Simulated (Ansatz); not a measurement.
CHCl2FOSi, SMILES O=C[Si](F)(Cl)Cl.

Geometry: r2SCAN-D4/def2-SVP. This is a generated structure with no PubChem entry under its InChIKey; it may be hypothetical. The values are those of a single conformer.

Two levels are set side by side: PBE/def2-SVPD (Ansatz, a first-principles code) and PBE0/def2-SVPD (Ansatz). Energy differences of separate SCF runs at the same geometry; the states with an electron removed or added have multiplicity 2 and 2. Differences are taken from unrounded values.

```tsv
quantity	PBE0
vertical ionisation energy (eV)	10.30
vertical electron affinity (eV)	0.57
vertical singlet–triplet gap (eV)	2.46
```

Problem. What does PBE give, and how far is it from PBE0? (Estimate from the structure and the level; the computed values follow.)

Solution. 
| quantity | PBE | PBE minus PBE0 |
|---|---|---|
| vertical ionisation energy (eV) | 9.98 | -0.32 |
| vertical electron affinity (eV) | 0.59 | 0.01 |
| vertical singlet–triplet gap (eV) | 2.47 | 0.01 |
